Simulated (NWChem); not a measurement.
Species: LaF3; SMILES [F][La]([F])[F]

All runs: NWChem. Medium grid unless said otherwise, to which SCAN and Minnesota functionals are sensitive. The geometry was optimised at PBE0/def2-SVP. def2 effective core potentials on La; no spin-orbit coupling.

Task: Estimate the computed values for M06-L/def2-SVP. Quantities: highest occupied level (eV); orbital gap (eV); dipole (D).

Result: 
```yaml
highest occupied level (eV): -8.06
orbital gap (eV): 5.77
dipole (D): 4.10
```
